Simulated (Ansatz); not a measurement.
Gas-phase electronic energies from Ansatz, PBE0-D4/def2-TZVP geometries. CCSD(T)/CBS is the MP2 limit (def2-TZVPP, def2-QZVPP) plus CCSD(T) − MP2 in def2-TZVPP, frozen cores. This one scheme is used for every species, atoms too. Functionals use def2-TZVPP. No spin–orbit coupling; open shells (•) take unrestricted orbitals. Spin–orbit coupling would lower the free atoms: a little for S; clearly for Ga. Bonds to Ga are less sure, by a few kJ/mol each and by 10 to 20 or more in all where they break to atoms, as the def2 sets lack core-valence functions. Scalar relativity is left out up to krypton.

Reaction (atomization): `[SH2+][GaH3-]` → Ga• + 5 H• + S•

```json
{"level": "PBE0-D4", "ΔE (eV)": "16.73", "difference from CCSD(T)/CBS": "-0.42"}
{"level": "CAM-B3LYP-D4", "ΔE (eV)": "17.04", "difference from CCSD(T)/CBS": "-0.11"}
{"level": "B2PLYP", "ΔE (eV)": "16.73", "difference from CCSD(T)/CBS": "-0.42"}
{"level": "PBE-QIDH", "ΔE (eV)": "16.78", "difference from CCSD(T)/CBS": "-0.37"}
{"level": "BLYP", "ΔE (eV)": "16.44", "difference from CCSD(T)/CBS": "-0.71"}
{"level": "r2SCAN", "ΔE (eV)": "17.08", "difference from CCSD(T)/CBS": "-0.07"}
{"level": "BHLYP", "ΔE (eV)": "16.57", "difference from CCSD(T)/CBS": "-0.58"}
{"level": "MP2/def2-SVP", "ΔE (eV)": "15.70", "difference from CCSD(T)/CBS": "-1.45"}
{"level": "CCSD/def2-TZVPP", "ΔE (eV)": "16.72", "difference from CCSD(T)/CBS": "-0.43"}
{"level": "CCSD/CBS(def2)", "ΔE (eV)": "17.00", "difference from CCSD(T)/CBS": "-0.15"}
{"level": "CCSD(T)/CBS", "ΔE (eV)": "17.15", "difference from CCSD(T)/CBS": "0"}
```

Largest T1 diagnostic among the species: 0.013.

At CCSD(T), def2-SVP lies −1.07 eV from the extrapolated value and def2-TZVPP −0.28 eV: correlation converges slowly with the basis, and small sets miss more of it in the bonded molecule than in its fragments. In def2-TZVPP, CCSD(T) changes the Hartree–Fock value by +4.49 eV (the triples alone add +0.15 eV) and MP2 by +4.14 eV; breaking electron pairs costs correlation energy, which Hartree–Fock lacks. The D4 term adds +0.20 eV with B3LYP and +0.10 eV with PBE0; it sums over pairs of atoms, weighted by their polarisabilities, and B3LYP, whose exchange is more repulsive, gets the larger term.

B3LYP here is the variant with VWN-RPA as its local correlation; programs differ in this.

For atomizations the MP2-based limit and the directly extrapolated one differ by several kJ/mol either way, and by 10 to 25 for some Ge, Se and Sn compounds, so smaller differences from it don't rank the levels.
